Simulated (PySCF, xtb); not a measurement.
HfH4, SMILES [HfH4], multiplicity 1.

GFN2-xTB run with xtb at its own geometry gives an orbital gap of 5.88 eV and a dipole moment of 0.00 D.

Geometry: B3LYP-D3(BJ)/def2-TZVPD. The spin state was assumed, not searched. The def2 effective core potentials stand for the cores of Hf; spin–orbit coupling is left out.

Q: What does CAM-B3LYP/def2-TZVPD (PySCF) give? (An estimate is asked for; the answer gives what the named calculation found.)

A: gap 8.97 eV (levels -9.91 and -0.93 eV), dipole 0.00 D.
